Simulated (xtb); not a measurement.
Job for xtb: GFN2-xTB on BO-, 2S+1 = 1, a spin state set in the input, which need not be the lowest, a point of a bond scan (R = 1.350 Å). Charge -1.

```
$ xtb mol.xyz --gfn 2 --sp --chrg -1 --uhf 0
2

B      0.00000000     0.00000000     0.00000000
O      0.00000000     0.00000000     1.34950900
```

The log:

```
[...]
           -------------------------------------------------
          |                Calculation Setup                |
           -------------------------------------------------



           -------------------------------------------------
          |                 G F N 2 - x T B                 |
           -------------------------------------------------

        Reference                      10.1021/acs.jctc.8b01176
      * Hamiltonian:
        H0-scaling (s, p, d)           1.850000    2.230000    2.230000
        zeta-weighting                 0.500000
      * Dispersion:
        s8                             2.700000
        a1                             0.520000
        a2                             5.000000
        s9                             5.000000
      * Repulsion:
        kExp                           1.500000    1.000000
        rExp                           1.000000
      * Coulomb:
        alpha                          2.000000
        third order                    shell-resolved
        anisotropic                    true
        a3                             3.000000
        a5                             4.000000
        cn-shift                       1.200000
        cn-exp                         4.000000
        max-rad                        5.000000


          ...................................................
          :                      SETUP                      :
          :.................................................:
          :  # basis functions                   8          :
          :  # atomic orbitals                   8          :
          :  # shells                            4          :
          :  # electrons                        10          :
          :  max. iterations                   250          :
          :  Hamiltonian                  GFN2-xTB          :
          :  restarted?                      false          :
          :  GBSA solvation                  false          :
          :  PC potential                    false          :
          :  electronic temp.          300.0000000     K    :
          :  accuracy                    1.0000000          :
          :  -> integral cutoff          0.2500000E+02      :
          :  -> integral neglect         0.1000000E-07      :
          :  -> SCF convergence          0.1000000E-05 Eh   :
          :  -> wf. convergence          0.1000000E-03 e    :
          :  Broyden damping             0.4000000          :
          :  net charge                         -1          :
          :  unpaired electrons                  0          :
          ...................................................

 iter      E             dE          RMSdq      gap      omega  full diag
   1     -5.3210620 -0.532106E+01  0.157E+01    3.66       0.0  T
   2     -5.3820288 -0.609667E-01  0.103E+01    3.70       1.0  T
   3     -5.3816620  0.366723E-03  0.541E+00    3.64       1.0  T
   4     -5.3918984 -0.102363E-01  0.113E+00    3.91       1.0  T
   5     -5.3941285 -0.223012E-02  0.202E-01    3.87       1.0  T
   6     -5.3941754 -0.469307E-04  0.658E-02    3.86       1.1  T
   7     -5.3941839 -0.846129E-05  0.919E-03    3.86       7.7  T
   8     -5.3941839 -0.324550E-07  0.691E-03    3.86      10.2  T
   9     -5.3941840 -0.826045E-07  0.519E-04    3.86     136.2  T
  10     -5.3941840 -0.535093E-09  0.760E-05    3.86     930.9  T

   *** convergence criteria satisfied after 10 iterations ***

         #    Occupation            Energy/Eh            Energy/eV
      -------------------------------------------------------------
         1        2.0000           -0.2824202              -7.6850
         2        2.0000           -0.0972374              -2.6460
         3        2.0000           -0.0662889              -1.8038
         4        2.0000           -0.0662889              -1.8038
         5        2.0000            0.0663387               1.8052 (HOMO)
         6                          0.2082865               5.6678 (LUMO)
         7                          0.2082865               5.6678
         8                          0.7961458              21.6642
      -------------------------------------------------------------
                  HL-Gap            0.1419478 Eh            3.8626 eV
             Fermi-level            0.1373126 Eh            3.7365 eV

 SCC (total)                   0 d,  0 h,  0 min,  0.003 sec
 SCC setup                      ...        0 min,  0.000 sec (  5.235%)
 Dispersion                     ...        0 min,  0.000 sec (  1.770%)
 classical contributions        ...        0 min,  0.000 sec (  1.198%)
 integral evaluation            ...        0 min,  0.000 sec (  9.226%)
 iterations                     ...        0 min,  0.002 sec ( 62.018%)
 molecular gradient             ...        0 min,  0.000 sec ( 11.834%)
 printout                       ...        0 min,  0.000 sec (  7.948%)

         :::::::::::::::::::::::::::::::::::::::::::::::::::::
         ::                     SUMMARY                     ::
         :::::::::::::::::::::::::::::::::::::::::::::::::::::
         :: total energy              -5.379671712820 Eh    ::
         :: gradient norm              0.112901302333 Eh/a0 ::
         :: HOMO-LUMO gap              3.862595616340 eV    ::
         ::.................................................::
         :: SCC energy                -5.394183998954 Eh    ::
         :: -> isotropic ES            0.265503497610 Eh    ::
         :: -> anisotropic ES         -0.004424617986 Eh    ::
         :: -> anisotropic XC         -0.006043384816 Eh    ::
         :: -> dispersion             -0.000475859545 Eh    ::
         :: repulsion energy           0.014512286134 Eh    ::
         :: add. restraining           0.000000000000 Eh    ::
         :: total charge              -1.000000000000 e     ::
         :::::::::::::::::::::::::::::::::::::::::::::::::::::

           -------------------------------------------------
          |                Property Printout                |
           -------------------------------------------------

    * Orbital Energies and Occupations

         #    Occupation            Energy/Eh            Energy/eV
      -------------------------------------------------------------
         1        2.0000           -0.2824202              -7.6850
         2        2.0000           -0.0972374              -2.6460
         3        2.0000           -0.0662889              -1.8038
         4        2.0000           -0.0662889              -1.8038
         5        2.0000            0.0663387               1.8052 (HOMO)
         6                          0.2082865               5.6678 (LUMO)
         7                          0.2082865               5.6678
         8                          0.7961458              21.6642
      -------------------------------------------------------------
                  HL-Gap            0.1419478 Eh            3.8626 eV
             Fermi-level            0.1373126 Eh            3.7365 eV

     #   Z          covCN         q      C6AA      α(0)
     1   5 B        0.788    -0.131    75.722    18.310
     2   8 O        0.788    -0.869    33.812     7.794

 Mol. C6AA /au·bohr⁶  :        201.846569
 Mol. C8AA /au·bohr⁸  :       6317.303506
 Mol. α(0) /au        :         26.104492


Wiberg/Mayer (AO) data.
largest (>0.10) Wiberg bond orders for each atom

 ---------------------------------------------------------------------------
     #   Z sym  total        # sym  WBO       # sym  WBO       # sym  WBO
 ---------------------------------------------------------------------------
     1   5 B    1.809 --     2 O    1.809
     2   8 O    1.809 --     1 B    1.809
 ---------------------------------------------------------------------------
Note: The following floating-point exceptions are signalling: IEEE_DENORMAL
normal termination of xtb

Topologies differ in total number of bonds
Writing topology from bond orders to xtbtopo.mol

molecular dipole:
                 x           y           z       tot (Debye)
 q only:        0.000       0.000      -2.216
   full:       -0.000       0.000      -1.256       3.193
molecular quadrupole (traceless):
                xx          xy          yy          xz          yz          zz
 q only:        2.825       0.000       2.825       0.000       0.000      -5.651
  q+dip:        2.684       0.000       2.684       0.000       0.000      -5.368
   full:        3.500      -0.000       3.500       0.000       0.000      -6.999


           -------------------------------------------------
          | TOTAL ENERGY               -5.379671712820 Eh   |
          | GRADIENT NORM               0.112901302333 Eh/α |
          | HOMO-LUMO GAP               3.862595616340 eV   |
           -------------------------------------------------

------------------------------------------------------------------------
------------------------------------------------------------------------
 total:
 SCF:
```

The run finished.

Cost: about 0.07 core-seconds (a rough figure).
